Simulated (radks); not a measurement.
Coulomb parameter of the 5d shell of the tungsten ion W3+ in the model configuration [Xe] 4f14 5d2 6s1, as a second difference U = [E(n + 0.5) + E(n - 0.5) - 2 E(n)] / (0.5)^2 with all orbitals relaxed. "Bare": the charge of the atom changes with n. "Screened": the 6s shell takes up the change at fixed total charge, which measures U(5d,5d) + U(6s,6s) - 2 U(5d,6s). All-electron calculation, Dirac Kohn-Sham, PBE, spin-unpolarised, spherical densities, point nucleus; open shells are shared between the two j in proportion to 2j + 1. Program: a radial shooting solver on a logarithmic mesh with Libxc functionals.

[
 {"case": "start", "configuration": "[Xe] 4f14 5d2 6s1", "E - E(n) (eV)": "0.000"},
 {"case": "bare +0.5", "configuration": "[Xe] 4f14 5d2.5 6s1", "E - E(n) (eV)": "-15.249"},
 {"case": "bare -0.5", "configuration": "[Xe] 4f14 5d1.5 6s1", "E - E(n) (eV)": "18.279"},
 {"case": "screened +0.5", "configuration": "[Xe] 4f14 5d2.5 6s0.5", "E - E(n) (eV)": "-1.752"},
 {"case": "screened -0.5", "configuration": "[Xe] 4f14 5d1.5 6s1.5", "E - E(n) (eV)": "1.997"}
]

U(bare) = 12.120 eV, U(screened by 6s) = 0.983 eV.
